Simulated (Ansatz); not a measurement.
Basis sets compared for GaCl2(NH2) (GaNCl₂H₂). The state is a singlet with charge 0. Geometry PBE0-D4/def2-SVP. Ansatz on 4 threads of Arm Neoverse V1 on a shared host; times are rough, and most runs start from earlier orbitals.

```xyz
6

Ga    0.611   -0.210   -0.313
Cl    0.888    0.022   -2.415
Cl    2.180   -1.075    0.845
N    -0.914    0.306    0.465
H    -1.085    0.226    1.459
H    -1.679    0.731   -0.041
```

Binding counts from free atoms (Ga doublet, Cl doublet, N quartet, H doublet) in the same basis, without a counterpoise term.

```json
{"level": "PBE-D4/def2-SVP", "functions": "92", "energy (Eh)": "-2900.0339", "HOMO (eV)": "-6.40", "LUMO (eV)": "-1.74", "binding per atom (eV)": "3.21", "wall time": "0.7 s"}
{"level": "PBE0-D4/def2-SVP", "functions": "92", "energy (Eh)": "-2900.1568", "HOMO (eV)": "-7.88", "LUMO (eV)": "-0.81", "binding per atom (eV)": "3.15", "wall time": "0.95 s"}
```

**Question.** Estimate the rows for PBE-D4/def2-TZVP (with forces), PBE0-D4/def2-TZVP.

**Answer.** 
```json
{"level": "PBE-D4/def2-TZVP (with forces)", "functions": "165", "energy (Eh)": "-2900.6706", "HOMO (eV)": "-6.66", "LUMO (eV)": "-2.02", "binding per atom (eV)": "3.21", "wall time": "1.5 s"}
{"level": "PBE0-D4/def2-TZVP", "functions": "165", "energy (Eh)": "-2900.7878", "HOMO (eV)": "-8.07", "LUMO (eV)": "-1.07", "binding per atom (eV)": "3.15", "wall time": "2 s"}
```
